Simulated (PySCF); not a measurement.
## Zr: excitation energy

Zr [Kr] 4d2 5s2 (3F) → Zr [Kr] 4d2 5s1 5p1 (high-spin determinant), as a difference of total energies. All numbers are calculated (PySCF 2.14, the spin-free X2C one-electron Hamiltonian (Gaussian nucleus), in x2c-TZVPPall with one added diffuse shell each of s, p, d, f type (9s7p7d3f1g, 95 functions)). Correlated levels: valence and next inner shell: [Ar] 3d10 frozen. The calculations carry no spin-orbit coupling.

```tsv
method	excitation energy (eV)
UHF	0.848
MP2 (valence and next inner shell)	1.901
SCS-MP2 (valence and next inner shell)	2.080
CCSD (valence and next inner shell)	1.883
CCSD(T) (valence and next inner shell)	2.002
```

Problem. How much does correlation contribute at CCSD(T) (valence and next inner shell)?

Solution. 2.002 − (0.848) = 1.154 eV, measured against UHF.

A first-order spin-orbit estimate (lowest level to lowest level, LS coupling) adds -0.035 eV.

The determinant of the upper state mixes LS terms, which raises its energy above the lowest term, most at the Hartree-Fock and MP2 levels.
